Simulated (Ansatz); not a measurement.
A search over several starts for the lowest SCF solution of Ir(PH3)2H5 (P₂IrH₁₁) at the given spin, in a small basis.

```yaml
crystal:
  periodic: [false, false, false]
  atoms:
    - {symbol: Ir, position_ang: [0.001272, 0.000041, -0.000001]}
    - {symbol: P, position_ang: [-0.004217, -0.012774, 2.295420]}
    - {symbol: H, position_ang: [0.820191, -0.950915, 2.991227]}
    - {symbol: H, position_ang: [-1.228582, -0.265204, 2.989007]}
    - {symbol: H, position_ang: [0.389294, 1.165473, 3.003375]}
    - {symbol: P, position_ang: [0.003107, 0.012759, -2.295441]}
    - {symbol: H, position_ang: [-0.875246, 0.901161, -2.990717]}
    - {symbol: H, position_ang: [-0.323733, -1.187355, -3.000170]}
    - {symbol: H, position_ang: [1.208860, 0.335206, -2.992833]}
    - {symbol: H, position_ang: [1.653464, -0.004583, 0.019071]}
    - {symbol: H, position_ang: [0.518315, 1.569169, -0.011767]}
    - {symbol: H, position_ang: [-1.331555, 0.976143, 0.021719]}
    - {symbol: H, position_ang: [-1.338910, -0.966720, -0.015598]}
    - {symbol: H, position_ang: [0.507719, -1.572400, -0.013281]}
basis:
  gaussian: {orbitals: def2-SVP, initial_orbitals: start.molden}
hamiltonian: {xc: pbe0, dispersion: d4}
output: {orbitals: {seedname: orbitals}}
```

The file start.molden holds the orbitals of an earlier run on this structure, at another level or in another basis.

```sh
$ ansatz run in.yaml --threads 2 --pin off --events-out ev --progress --plain --max-ram 4352MiB
```

Output, abridged:

```
Functional definition: PBE0
1419 factors; their error is unknown
mean field evaluation 1: about -21582.9991 eV, gradient 6.7e0 eV
mean field evaluation 2: about -21583.0940 eV, gradient 1.1e-1 eV
mean field evaluation 4: about -21583.3280 eV, gradient 3.4e-4 eV
mean field evaluation 8: about -21581.4770 eV, gradient 2.4e1 eV
mean field evaluation 16: about -21583.3279 eV, gradient 5.9e-2 eV
mean field -21583.32795070 eV, -793.1726724830 hartree, gradient 1.7e-5 eV, S^2 0.000000; 1 other end points of the search recorded, 0 dependent functions left out
reference -21583.32798494 eV, -793.1726737414 hartree; 29, 29 occupied and 94, 94 virtual orbitals, 1419 factors
Total energy: -21583.65699040 eV, -793.1847644689 hartree
```

Run time 4.5 s (2 threads of Arm Neoverse V1 on a shared host).

In the def2 sets Ir takes a core potential; there is no spin–orbit coupling.
